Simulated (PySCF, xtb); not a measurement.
Ge(H)2(vinyl)(NH2) (C₂H₇GeN), SMILES C=[CH][GeH2][NH2].

GFN2-xTB (xtb) at its own geometry gives an orbital gap of 4.26 eV and a dipole moment of 1.86 D.

Geometry: B3LYP-D3(BJ)/def2-SVP. The structure was generated by enumeration, and PubChem lists no compound with its InChIKey, so it may never have been made. Other conformers were not sampled.

Task: What does ωB97X/def2-TZVP in PySCF give? (An estimate is asked for; the answer gives what the named calculation found.)

Result: gap 11.26 eV (levels -9.56 and 1.70 eV), dipole 1.63 D.
